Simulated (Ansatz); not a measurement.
Ansatz (an electronic-structure program) input (CCSD(T)/STO-3G):

Ansatz 0.2 input:
```yaml
crystal:
  periodic: [false, false, false]
  atoms:
    - {symbol: Y, position_ang: [0.63292088, -0.43788230, -0.53407574]}
    - {symbol: Br, position_ang: [-2.00946717, -0.72739815, -0.26628377]}
    - {symbol: Br, position_ang: [-0.59465937, 1.92393732, -0.76342573]}
    - {symbol: Br, position_ang: [1.89887184, -0.70861318, 1.62482247]}
basis:
  gaussian:
    orbitals: STO-3G
total_charge: 1
magnetization: {spin_polarized: true, initial_magnetization: 1}
correlation: {method: ccsd_t, electrons: outside_noble_gas}
```

Output:

```
Functional definition: HF
integrals: 0.11 GiB planned
853 factors; integrals over basis functions are off by at most 6.4e-5 eV
mean field: 0.87 GiB planned
mean field evaluation 1: about -297461.8200 eV, gradient 1.5e1 eV
mean field evaluation 2: about -297461.8328 eV, gradient 1.5e1 eV
mean field evaluation 4: about -297464.5638 eV, gradient 9.1e-1 eV
mean field evaluation 8: about -297464.5843 eV, gradient 1.1e-6 eV
mean field evaluation 16: about -297461.3407 eV, gradient 9.6e0 eV
mean field evaluation 32: about -297461.3407 eV, gradient 9.6e0 eV
mean field evaluation 64: about -297463.1566 eV, gradient 1.2e-1 eV
mean field evaluation 96: about -297461.8483 eV, gradient 3.9e-4 eV
mean field evaluation 128: about -297461.0411 eV, gradient 5.1e-1 eV
mean field evaluation 160: about -297461.5520 eV, gradient 8.0e-1 eV
mean field -297464.58426128 eV, -10931.6218428650 hartree, gradient 2.9e-6 eV, S^2 0.778484; 6 other end points of the search recorded, 0 dependent functions left out
determinant -297464.58426128 eV, -10931.6218428650 hartree, with singles and doubles -297466.45906386 eV, -10931.6907405891 hartree
determinant -297463.15787395 eV, -10931.5694240976 hartree, with singles and doubles -297465.13328555 eV, -10931.6420191349 hartree
determinant -297461.84829897 eV, -10931.5212981047 hartree, with singles and doubles -297463.83892280 eV, -10931.5944521812 hartree
determinant -297461.71835341 eV, -10931.5165226934 hartree, with singles and doubles -297463.79036813 eV, -10931.5926678298 hartree
60 core orbitals not correlated
reference -297464.58426128 eV, -10931.6218428650 hartree; 12, 11 occupied and 9, 10 virtual orbitals, 853 factors
second order -1.52869707 eV of doubles, -0.00000000 eV of singles
coupled cluster: 0.09 GiB planned
cycle   1  -1.87500261 eV  change   -2.0e-4 eV  update   1.1e-3
cycle   2  -1.87544949 eV  change   -4.5e-4 eV  update   8.6e-4
cycle   3  -1.87552215 eV  change   -7.3e-5 eV  update   5.4e-4
cycle   4  -1.87551438 eV  change    7.8e-6 eV  update   3.4e-4
cycle   5  -1.87569128 eV  change   -1.8e-4 eV  update   2.0e-4
cycle   6  -1.87564627 eV  change    4.5e-5 eV  update   1.1e-4
cycle   7  -1.87557161 eV  change    7.5e-5 eV  update   4.1e-5
cycle   8  -1.87556477 eV  change    6.8e-6 eV  update   1.7e-5
perturbative correction -0.13029766 eV, -0.0047883507 hartree
Total energy: -297466.59012370 eV, -10931.6955569495 hartree
```

The spin state was set by rule; other spins were not relaxed.
